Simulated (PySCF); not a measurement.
Structure problem from calculated spectra and properties.

Elements present: C, H and O. Monoisotopic mass: 114.0317 u.

| Quantity | Value |
| --- | --- |
| Couplings | largest of the computed one-bond spin–spin couplings (means over like bonds): 13C–1H +239.5, 13C–1H +200.5, 13C–1H +197.5, 13C–1H +184.6, 13C–1H +175.2, 13C–1H +169.4, 13C–13C +107.4, 13C–13C +92.6 Hz [B3LYP/pcJ-1, spin–dipole term left out] |
| Rotational structure | rotational constants A, B, C: 6.866, 0.880, 0.780 GHz [PBE0-D3(BJ)/def2-SVP] |
| Polarisability | 78.7 au [wB97X-D/def2-SVPD] |
| UV, first state | lowest singlet excitation: 5.49 eV (226 nm, f = 0.418) [TDDFT wB97X-D/def2-SVPD] |
| 13C NMR | chemical shifts (computed TMS as zero) by class: 158.4 (1 C), 153.5 (1 C), 147.1 (1 C), 130.5 (1 C), 94.1 (1 C) ppm [GIAO B97-2/pcSseg-1] |
| NMR, other nuclei | isotropic shieldings of nuclei other than C and H, by class: -117 (1 O), 109 (1 O), 158 (1 O) ppm [GIAO B97-2/pcSseg-1] |
| Valence photoelectron | vertical ionisation energy: 8.40 eV [ΔSCF wB97X-D/def2-SVPD] |
| 1H NMR | chemical shifts (computed TMS as zero) by class: 8.51 (1 H), 7.81 (1 H), 6.61 (1 H), 6.21 (1 H), 4.75 (1 H), 4.30 (1 H) ppm [GIAO B97-2/pcSseg-1] |
| Dipole | 0.68 D [wB97X-D/def2-SVPD] |

Gas-phase values; electronic properties from PySCF, density fitting. Levels stand in brackets. Isolated species at its PBE0-D3(BJ)/def2-SVP geometry (one conformer only). NMR classes are plain means over equivalent atoms (diastereotopic ones count apart unless rotation or inversion swaps them), as if these changed places fast.

Problem. Which formula fits the mass and the elements?

Solution. C5H6O3 (calculated 114.0317). No other formula that holds each of these elements comes within 0.0003 u with a fitting electron parity and a possible valence count.

Problem. What is the compound? Reason from the data.

Solution. Numbering: `[CH2:1]=[CH:2][O:3]/[CH:4]=[CH:5]/[O:6][CH:7]=[O:8]`. Its formula, C5H6O3, gives 3 degrees of unsaturation: 0 rings and 3 π bonds in the structure found. 5 carbons fall into 5 classes; from least to most shielded: ester carbonyl carbon [C7] (158.4 ppm), vinylic carbon bearing oxygen [C2] (153.5 ppm), vinylic carbon bearing oxygen [C4] (147.1 ppm), vinylic carbon bearing oxygen [C5] (130.5 ppm), terminal =CH2 carbon [C1] (94.1 ppm). Hydrogen classes from least to most shielded: 1 H on a vinylic carbon bearing oxygen, C4 (8.51 ppm), 1 H on an ester carbonyl carbon, C7 (7.81 ppm), 1 H on a vinylic carbon bearing oxygen, C5 (6.61 ppm), 1 H on a vinylic carbon bearing oxygen, C2 (6.21 ppm), 1 H on a terminal =CH2 carbon, C1 (4.75 ppm), 1 H on a terminal =CH2 carbon, C1 (4.30 ppm). The other shieldings belong to: -117 ppm, ester carbonyl oxygen [O8]; 109 ppm, ester single-bonded oxygen [O6]; 158 ppm, ether oxygen [O3]. The couplings run between: +239.5 Hz, ester carbonyl carbon [C7] and its hydrogen; +200.5 Hz, vinylic carbon bearing oxygen [C5] and its hydrogen; +197.5 Hz, vinylic carbon bearing oxygen [C4] and its hydrogen; +184.6 Hz, vinylic carbon bearing oxygen [C2] and its hydrogen; +175.2 Hz, terminal =CH2 carbon [C1] and its hydrogen; +169.4 Hz, terminal =CH2 carbon [C1] and its hydrogen; +107.4 Hz, vinylic carbon bearing oxygen [C4] and vinylic carbon bearing oxygen [C5]; +92.6 Hz, terminal =CH2 carbon [C1] and vinylic carbon bearing oxygen [C2]. The first electron is taken from the HOMO, whose largest Löwdin shares are 0.22 on the ether oxygen, 0.19 on a vinylic carbon bearing oxygen, 0.19 on the terminal =CH2 carbon and 0.12 on a vinylic carbon bearing oxygen. By its constants the optimised geometry is an asymmetric top. Structure: `C=CO/C=C/OC=O`. Computed isomers that give other values at the same levels: `O=C1C=C(CO)CO1` (rotational constant A: 5.941 GHz; this holds for the one conformer computed). The assignments are read from this structure; whether some other isomer fits the data as well wasn't checked.

Conformer computed: `[CH2:1]=[CH:2][O:3]/[CH:4]=[CH:5]/[O:6][CH:7]=[O:8]`: C1–C2–O3–C4 180°, C2–O3–C4–C5 180°, C4–C5–O6–C7 2°, C5–O6–C7–O8 0°.
